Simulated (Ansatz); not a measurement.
```yaml
crystal:
  periodic: [false, false, false]
  atoms:
    - {symbol: Si, position_ang: [-2.261743, -0.502250, -0.586016]}
    - {symbol: Ga, position_ang: [0.015974, 0.020381, -0.022793]}
    - {symbol: O, position_ang: [1.668244, -0.180610, -0.669070]}
    - {symbol: C, position_ang: [2.153238, 0.476741, 0.547904]}
    - {symbol: O, position_ang: [1.015451, 0.776987, 1.300535]}
    - {symbol: H, position_ang: [-3.161543, 0.506113, 0.172755]}
    - {symbol: H, position_ang: [-2.400507, -0.311544, -1.999931]}
    - {symbol: H, position_ang: [-2.612890, -1.856497, -0.125389]}
    - {symbol: H, position_ang: [2.864202, -0.235234, 1.067732]}
    - {symbol: H, position_ang: [2.657235, 1.406504, 0.291534]}
basis:
  gaussian: {orbitals: aug-cc-pVTZ}
total_charge: -1
magnetization: {spin_polarized: true, initial_magnetization: 1}
hamiltonian: {xc: {name: HF}}
correlation: {method: mp2, frozen_orbitals: {Si: 0}}
scf: {lower_state_search: light}
output: {forces: true}
```

```sh
$ ansatz run in.yaml --threads 4 --pin off --events-out ev --progress --plain --max-ram 10444MiB
```

Output, abridged:

```
Functional definition: HF
Error: "frozen_orbitals" has no count for Ga
```

In this input frozen orbitals are typed for one element alone, and the program wants a count for each. The input was rejected before any iteration.
